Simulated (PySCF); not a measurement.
What builds the third ionisation energy along the 3d series

All values are computed (PySCF 2.14, energy differences of UHF-based or UKS calculations, no spin-orbit coupling). Each column adds one step, in eV (sums use unrounded values): valence MP2, valence CCSD, valence triples, then the next inner shell at CCSD(T) (Ti 3s 3p, V 3s 3p, Cr 3s 3p, Mn 3s 3p, Fe 3s 3p, Co 3s 3p, Ni 3s 3p, Cu 3s 3p, Zn 3s 3p). References (NIST) marked * lie between the lowest fine-structure levels; the others compare directly ((s) semi-empirical, (t) theoretical).

```tsv
element	UHF	+ MP2	+ CCSD	+ (T)	+ inner shell	sum	reference
Ti [Ar] 3d2 → [Ar] 3d1 (ANO-RCC-VTZP, spin-free X2C)	26.647	0.123	0.031	0.000	0.376	27.176	27.492 *
V [Ar] 3d3 → [Ar] 3d2 (ANO-RCC-VTZP, spin-free X2C)	28.260	0.381	0.064	0.002	0.399	29.107	29.311 *
Cr [Ar] 3d4 → [Ar] 3d3 (ANO-RCC-VTZP, spin-free X2C)	29.725	0.666	0.057	0.008	0.404	30.861	30.959 ± 0.025 *
Fe [Ar] 3d6 → [Ar] 3d5 (ANO-RCC-VTZP, spin-free X2C)	28.581	1.569	-0.043	0.034	0.181	30.321	30.651 ± 0.012 *
Co [Ar] 3d7 → [Ar] 3d6 (ANO-RCC-VTZP, spin-free X2C)	31.682	1.956	-0.192	0.056	0.084	33.585	33.5 ± 0.06 (s) *
Ni [Ar] 3d8 → [Ar] 3d7 (ANO-RCC-VTZP, spin-free X2C)	32.612	2.268	-0.304	0.084	0.189	34.849	35.187 ± 0.019 *
Cu [Ar] 3d9 → [Ar] 3d8 (ANO-RCC-VTZP, spin-free X2C)	34.015	2.733	-0.491	0.112	0.201	36.569	36.841 ± 0.012 *
Zn [Ar] 3d10 → [Ar] 3d9 (ANO-RCC-VTZP, spin-free X2C)	36.991	3.061	-0.675	0.132	0.157	39.666	39.723 *
```

Q: Estimate the missing row, Mn [Ar] 3d5 → [Ar] 3d4 (ANO-RCC-VTZP, spin-free X2C).

A: The calculation gives UHF 32.459; + MP2 0.849; + CCSD 0.023; + (T) 0.013; + inner shell 0.255; sum 33.599. The reference value is 33.668 ± 0.012 *.

What remains against the references is mostly basis incompleteness and, for starred values, spin-orbit coupling.

These are valence bases, so the inner-shell step is incomplete.
